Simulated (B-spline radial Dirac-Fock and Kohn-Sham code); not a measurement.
# Photoionisation of xenon ions at Ag Lα (2984.4 eV)

The computed values come from a radial finite-basis atomic code: Dirac-Hartree-Slater photoionisation with all multipoles and Dirac-Fock thresholds. Cross sections in kb; a dash marks an empty subshell or a threshold above the photon energy.

```
 ion      configuration  total  3p1/2  3d3/2  4p3/2  4d5/2     5s
  Xe  [Kr] 4d10 5s2 5p6  172.3   21.8   26.3   8.20   5.46  0.610
Xe⁵⁺  [Kr] 4d10 5s2 5p1  171.8   21.8   26.3   8.25   5.58  0.797
Xe⁶⁺      [Kr] 4d10 5s2  171.6   21.8   26.3   8.27   5.62  0.851
```
